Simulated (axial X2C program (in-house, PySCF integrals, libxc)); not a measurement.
Low determinants of FeN at the PBE0 level, spin-free

All values were computed with an in-house all-electron X2C program for linear molecules (integrals from PySCF). Spin-free means the one-electron spin-free X2C Hamiltonian. Basis: Fe dyall-cv3z [9s10p6d3f2g], N dyall-av3z [7s7p3d2f] (cores contracted in-house); Gaussian nuclei, density fitting, unrestricted open shells. Masses: Fe 55.935 u, N 14.003 u.

Search at 1.603 Å (vertical energies from the lowest determinant):

| ΔE (eV) | state | electrons beyond evenly filled partner blocks | electrons in σ, π, δ, φ |
| --- | --- | --- | --- |
| 0.00 | M_S = 5/2, Λ = 0 | σα, π+α, π-α, δ+α, δ-α | 17 14 2 0 |
| 0.40 | M_S = 3/2, Λ = 1 | σα, π-α, δ+α, δ+β, δ-α | 17 13 3 0 |
| 0.40 | M_S = 3/2, Λ = 3 | σα, π+α, δ+α, δ+β, δ-α | 17 13 3 0 |
| 0.70 | M_S = 3/2, Λ = 1 | π+α, δ+α, δ-α | 18 13 2 0 |
| 1.18 | M_S = 3/2, Λ = 0 | σβ, π+α, π-α, δ+α, δ-α | 17 14 2 0 |
| 1.21 | M_S = 3/2, Λ = 0 | σα, π+β, π-α, δ+α, δ-α | 17 14 2 0 |
| 1.54 | M_S = 3/2, Λ = 2 | π+α, π-α, δ+α, δ+β, δ-α | 16 14 3 0 |

Lowest determinant, M_S = 5/2, Λ = 0 (beyond evenly filled blocks: σα, π+α, π-α, δ+α, δ-α): Re = 1.597 Å, ωe = 840.9 cm⁻¹.

The determinant in row 2 of the search, M_S = 3/2, Λ = 1 (beyond evenly filled blocks: σα, π-α, δ+α, δ+β, δ-α), was followed along the bond at PBE0; measured from the minimum of the lowest determinant it gives:

Te = 0.400 eV (3228 cm⁻¹), Re = 1.586 Å, ωe = 736.7 cm⁻¹.

(1) Compare the bond of the determinant in row 2 with that of the lowest one.

The search compares states at one distance, so a state with another bond length can lie lower; it is not exhaustive and yields mostly the lowest determinant of each block pattern, so other components and higher states of one pattern are missing. These are energies of single determinants, not of spin-adapted states; PBE0 term energies can be off by some tenths of an eV, and the functional has no current term. The lowest determinant need not be the ground state where others lie within half an eV. Row 1 is spin-contaminated (⟨S²⟩ = 8.85 against 8.75), so its values are not those of a pure state. Row 2 is spin-contaminated (⟨S²⟩ = 4.26 against 3.75), so its values are not those of a pure state.

## Answers

(1) At PBE0 its Re is 0.011 Å shorter and its force constant, which goes as ωe², is 0.77 times that of the lowest determinant. This determinant mixes spin states, so it has no term energy of its own.
